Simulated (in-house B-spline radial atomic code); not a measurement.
# Ionising Se with different functionals

Computed with a radial B-spline atomic code at the basis-set limit: four-component Dirac-Coulomb Hamiltonian, Fermi nucleus of rms radius 4.14 fm, spin-restricted, spherical fractional occupations for the functionals, and exact exchange of hybrids averaged over the configuration. The ionisation energy is the difference of two self-consistent energies, [Ar] 3d10 4s2 4p4 → [Ar] 3d10 4s2 4p3, without Breit or QED terms; ε is the level of the shell that loses the electron (mean over j). The electron is taken from both j subshells in proportion to 2j + 1, so the result is a j average, not the step between ground levels.

```tsv
method	rung	ΔSCF (eV)	-ε(4p) (eV)
B3LYP	global hybrid	10.86	7.52
PBE0	global hybrid	10.84	7.77
CAM-B3LYP	range-separated hybrid	10.85	9.13
HSE06	range-separated hybrid	10.82	7.35
```

(1) Among the functionals, which spreads more, the ΔSCF values or the orbital energies?

(2) How do they compare with the NIST value?

Results:

(1) The orbital energies: ΔSCF values span about 0.04 eV and the orbital energies 1.78 eV; here energy differences depend much less on the functional than eigenvalues do.

(2) NIST lists 9.752 eV (measured, ground level to ground level). Errors run from +1.07 to +1.11 eV. The correlated functionals all miss on the same side by more than they spread, so the cause is common to them (Breit-QED terms, spin polarisation, the choice among j levels, multiplet and fine-structure energies, or a listed next ion that isn't the cheapest removal here) and closeness doesn't rank the functionals.
